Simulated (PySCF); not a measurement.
SeHBr, SMILES [SeH]Br.

The structure is a stationary point at B3LYP-D3(BJ)/def2-TZVP.

All values below come from ωB97X/def2-TZVPD in PySCF.

Symmetry labels are those of the subgroup Cs that the program uses (full group Cs).

Task: List the valence orbital energies around the gap with their symmetry. (The exact figures need the calculation; the answer reports its results.)

Result: 
| orbital | symmetry | energy (eV) |
|---|---|---|
| HOMO−7 | A' | -61.36 |
| HOMO−6 | A' | -25.48 |
| HOMO−5 | A' | -22.08 |
| HOMO−4 | A' | -14.38 |
| HOMO−3 | A' | -12.77 |
| HOMO−2 | A" | -11.92 |
| HOMO−1 | A' | -10.93 |
| HOMO | A" | -9.33 |
| LUMO | A' | -0.70 |
| LUMO+1 | A' | 1.44 |
| LUMO+2 | A' | 1.83 |
| LUMO+3 | A' | 2.05 |
